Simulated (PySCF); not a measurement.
## Correlation energy of F⁻ (fluorine, charge -1)

[Ne], closed-shell 1S. Computed with PySCF 2.14 in def2-TZVPPD (6s4p3d1f, 40 functions), with the non-relativistic Hamiltonian (point nucleus). Frozen: nothing; 10 electrons correlated.

MP2 pair energies summed by pair of shells (mhartree):

```csv
pair,energy,share (%)
2p-2p,-204.46,66.8
2s-2p,-72.66,23.7
1s-1s,-12.02,3.9
2s-2s,-10.04,3.3
1s-2p,-4.89,1.6
1s-2s,-1.95,0.6
```

Total MP2 correlation energy: -306.02 mhartree.

Same-spin part -78.92 and opposite-spin part -227.10 mhartree; SCS-MP2 scales them by 1/3 and 6/5 to -298.83 mhartree.

This basis was not built for core-valence correlation, so the inner-shell part is incomplete.
